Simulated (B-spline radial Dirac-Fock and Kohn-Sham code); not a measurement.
## X-ray form factors of krypton in several charge states

These are calculated numbers from a radial B-spline solver; the model is Dirac-Fock orbitals of the configuration average with a finite nucleus.

Configurations: Kr [Ar] 3d10 4s2 4p6; Kr⁺ [Ar] 3d10 4s2 4p5; Kr²⁺ [Ar] 3d10 4s2 4p4; Kr³⁺ [Ar] 3d10 4s2 4p3. The first column is f₀ of Kr, the others are differences from it.

```
s (Å⁻¹)      Kr   Δ Kr⁺  Δ Kr²⁺  Δ Kr³⁺
      0  36.000  -1.000  -2.000  -3.000
    0.1  33.466  -0.570  -1.218  -1.920
    0.2  28.590  -0.057  -0.192  -0.400
    0.3  24.453  +0.062  +0.116  +0.151
    0.4  21.388  +0.033  +0.081  +0.141
    0.5  18.870  +0.004  +0.019  +0.045
    0.7  14.504  -0.006  -0.014  -0.022
    0.9  11.056  -0.002  -0.006  -0.013
    1.1   8.711   0.000   0.000  -0.002
    1.4   6.773   0.000  +0.001  +0.002
```
